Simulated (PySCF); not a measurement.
CHO, charge +1, multiplicity 1. Atoms are numbered in the order given.

```xyz
3

H      0.0000     0.0000    -1.3885
O      0.0000     0.0000    -0.3945
C      0.0000     0.0000     0.7575
```
Charge +1, spin multiplicity 1.

The structure is a stationary point at PBE0-D3(BJ)/def2-TZVPD.

Calculation: PBE0-D3(BJ)/def2-TZVPD run with PySCF.

No scaling factor is applied to the harmonic values.

Modes within 1.5 cm⁻¹ of each other (mostly degenerate sets) share a row, with their intensities summed.

Computed vibrational spectrum:
| mode | ν (cm⁻¹) | IR (km/mol) | moving atoms (share of kinetic energy) |
|---|---|---|---|
| 1–2 | 198 | 486.6 | H 78 %, O 17 % |
| 3 | 1987 | 150.4 | C 58 %, O 36 % |
| 4 | 3450 | 977.7 | H 91 %, O 8 % |
